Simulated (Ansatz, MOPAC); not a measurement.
## BCl2F (dichlorofluoroborane): methods side by side

BCl2F, singlet, SMILES `FB(Cl)Cl`. Each level relaxes the structure for itself.

Quantity: the highest harmonic wavenumber at each level's own minimum, in cm⁻¹. The values are calculated.

| level | kind | program | value (cm⁻¹) |
| --- | --- | --- | --- |
| PM3 | semi-empirical | MOPAC | 1407 |
| PM6-D3 | semi-empirical | MOPAC | 1291 |
| PM6-D3H4 | semi-empirical | MOPAC | 1293 |
| PM6-DH+ | semi-empirical | MOPAC | 1293 |
| HF/STO-3G | Hartree–Fock | Ansatz | 1631 |
| HF/3-21G | Hartree–Fock | Ansatz | 1474 |
| HF/def2-SVP | Hartree–Fock | Ansatz | 1422 |
| HF/6-31G* (Cartesian functions) | Hartree–Fock | Ansatz | 1434 |
| PBE/def2-SVP | GGA | Ansatz | 1315 |
| B3LYP/6-31G* (Cartesian functions) | global hybrid | Ansatz | 1357 |

Harmonic and unscaled. The values span 1291 to 1631 cm⁻¹. Without the sets that lack polarisation functions the rows with a basis span only 1315 to 1434 cm⁻¹.
